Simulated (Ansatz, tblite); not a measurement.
Bond stretch in AlH, singlet.

RKS-B3LYP = Ansatz (an electronic-structure program) with restricted B3LYP/aug-cc-pVDZ; UHF/aug-cc-pVDZ (Ansatz); UCCSDT = CCSDT on UHF/aug-cc-pVDZ, frozen core in Ansatz; GFN2-xTB, 300 K electronic temperature (tblite); RCCSD = CCSD on RHF/aug-cc-pVDZ, frozen core in Ansatz.

Energies are in kJ/mol, each relative to the lowest point of its own curve near equilibrium.

| R / Å | RKS-B3LYP | UHF | UCCSDT | GFN2-xTB | RCCSD |
|---|---|---|---|---|---|
| 1.23 | 169.9 | 166.1 | 170.4 | 141.9 | 169.8 |
| 1.34 | 80.8 | 76.2 | 80.1 | 53.8 | 79.6 |
| 1.39 | 54.2 | 49.8 | 53.4 | 31.7 | 52.9 |
| 1.50 | 17.4 | 14.3 | 16.7 | 6.2 | 16.4 |
| 1.58 | 4.5 | 2.9 | 4.2 | 0.2 | 4.0 |
| 1.59 | 3.6 | 2.1 | 3.3 | 0.0 | 3.1 |
| 1.66 | 0.0 | 0.0 | 0.0 | 0.6 | 0.0 |
| 1.69 | 0.0 | 0.6 | 0.1 | 1.9 | 0.2 |
| 1.78 | 4.1 | 6.8 | 4.6 | 8.5 | 4.9 |
| 1.82 | 7.6 | 11.2 | 8.2 | 12.5 | 8.6 |
| 1.90 | 16.8 | 22.3 | 17.7 | 21.6 | 18.3 |
| 2.03 | 36.2 | 44.7 | 37.2 | 39.0 | 38.2 |
| 2.22 | 69.5 | 82.8 | 70.4 | 70.3 | 72.0 |
| 2.52 | 124.7 | 142.4 | 123.8 | 126.4 | 126.8 |
| 2.74 | 163.0 | 169.8 | 159.7 | 170.3 | 163.9 |
| 2.98 | 200.8 | 187.8 | 193.6 | 218.5 | 199.4 |
| 3.37 | 252.3 | 202.7 | 235.7 | 291.1 | 244.9 |
| 3.69 | 286.0 | 208.1 | 258.6 | 339.0 | 271.3 |
| 4.04 | 315.3 | 211.0 | 273.9 | 375.0 | — |
| 4.50 | 344.2 | 212.6 | 283.5 | — | — |
| 5.05 | 368.0 | 213.2 | 287.3 | — | — |
| 5.90 | 390.0 | 213.4 | 288.3 | — | — |
| 6.61 | 400.5 | 213.5 | 288.5 | — | — |

At the longest distance, 6.61 Å, RKS-B3LYP lies highest above its minimum (400.5 kJ/mol) and UHF lowest (213.5 kJ/mol).

Dashes: no converged value, or the column stops at the first point that the program doubted or that broke a chosen test of continuity, which isn't proof of a fault.

The restricted form behind RKS-B3LYP keeps the bonding electrons paired and can't separate into open-shell fragments. The unrestricted determinant behind UHF, UCCSDT is spin-contaminated at 1.23 to 1.90, 2.52 to 6.61 Å (<S²> up to 1.0, against 0.00 for a pure singlet). The T1 diagnostic of CCSD on the restricted reference of RCCSD exceeds 0.045 at 2.98 to 6.61 Å.
